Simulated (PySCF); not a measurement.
Compound: C₃H₆Ge.
SMILES: `C#[C][GeH2][CH3]`

Theory: EOM-IP-CCSD/aug-cc-pVDZ in PySCF, restricted Hartree–Fock reference, frozen core, non-relativistic, gas phase, PBE0-D3(BJ)/def2-SVP geometry.

Hartree–Fock orbital energies give these Koopmans values (eV): HOMO 10.62, HOMO-1 10.66, HOMO-2 12.44, HOMO-3 12.87, HOMO-4 14.07, HOMO-5 15.42, HOMO-6 15.57, HOMO-7 19.02.

Question: What vertical ionisation energies does EOM-IP-CCSD give?

Answer: 
| leading hole (HF orbital) | Koopmans (eV) | EOM-IP-CCSD (eV) | change (eV) | one-hole share |
| --- | --- | --- | --- | --- |
| HOMO | 10.62 | 10.44 | -0.18 | 0.96 |
| HOMO-1 | 10.66 | 10.55 | -0.11 | 0.96 |
| HOMO-2 | 12.44 | 11.77 | -0.67 | 0.95 |
| HOMO-3 | 12.87 | 12.21 | -0.66 | 0.95 |
| HOMO-4 | 14.07 | 12.74 | -1.33 | 0.94 |
| HOMO-5 | 15.42 | 14.42 | -1.00 | 0.95 |
| HOMO-6 | 15.57 | 14.49 | -1.08 | 0.95 |
| HOMO-7 | 19.02 | 17.29 | -1.73 | 0.92 |

Question: Does the order of the lines follow the orbital energies?

Answer: Yes, no two lines change places. The corrections run from -1.73 to -0.11 eV, with a mean of -0.84 eV over the 8 lines; no line lies above its Koopmans value. Koopmans values leave out both the relaxation of the orbitals and the change in correlation energy.

Question: At what kinetic energies would He II light (40.81 eV) eject these electrons?

Answer: 30.37 eV (HOMO), 30.26 eV (HOMO-1), 29.04 eV (HOMO-2), 28.60 eV (HOMO-3), 28.07 eV (HOMO-4), 26.39 eV (HOMO-5), 26.32 eV (HOMO-6), 23.52 eV (HOMO-7).

Lines less than 0.15 eV apart could change places at a higher level. One root was sought for each valence orbital with −ε under 21 eV, eight at most, so deeper holes and satellites are missing; no vibrational structure.
